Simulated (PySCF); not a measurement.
# Converging HBr⁻ in the basis (PBE0)

PySCF, UKS reference; doublet, unpaired electrons σ ↑; De to H + Br⁻ without counterpoise correction.

```json
{"basis": "aug-cc-pVDZ/aug-cc-pVDZ-PP", "relativity": "scalar-relativistic core potentials", "functions": "41", "Re (Å)": "2.093", "ωe (cm⁻¹)": "499", "De (eV)": "0.26", "μ (D)": "2.57"}
{"basis": "aug-cc-pVDZ-DK", "relativity": "spin-free X2C", "functions": "45", "Re (Å)": "2.113", "ωe (cm⁻¹)": "493", "De (eV)": "0.25", "μ (D)": "2.49"}
{"basis": "def2-SVPD", "relativity": "no relativity", "functions": "49", "Re (Å)": "2.281", "ωe (cm⁻¹)": "510", "De (eV)": "0.19", "μ (D)": "1.91"}
{"basis": "def2-TZVPPD", "relativity": "no relativity", "functions": "74", "Re (Å)": "2.217", "ωe (cm⁻¹)": "538", "De (eV)": "0.22", "μ (D)": "2.16"}
```

Task: How does each smaller set differ from the one with most functions, def2-TZVPPD?

Result: aug-cc-pVDZ/aug-cc-pVDZ-PP: -12.4 pm, -7.2 % in ωe, +0.04 eV in De; aug-cc-pVDZ-DK: -10.4 pm, -8.4 % in ωe, +0.03 eV in De; def2-SVPD: +6.4 pm, -5.2 % in ωe, -0.03 eV in De. All at PBE0; the set with most functions is neither the basis-set limit nor always the best. The rows treat relativity differently, so the differences are not basis effects alone.

A positive dipole points towards Br; it is taken about the centre of mass and depends on that origin. The bond is weak. Basis-set superposition, not corrected here, can be much of De in a small basis, most of all at correlated wavefunction levels. Spin–orbit coupling is left out. For an ion De counts to the pair picked by the measured ionisation energies or electron affinities, which need not be the lowest pair at this level. The highest Kohn–Sham level is positive in some of these anions. Much of that is self-interaction error, but it also means that the finite basis helps to hold the extra electron. The state is the lowest determinant that a PBE0 search found; another state may lie lower at other levels.
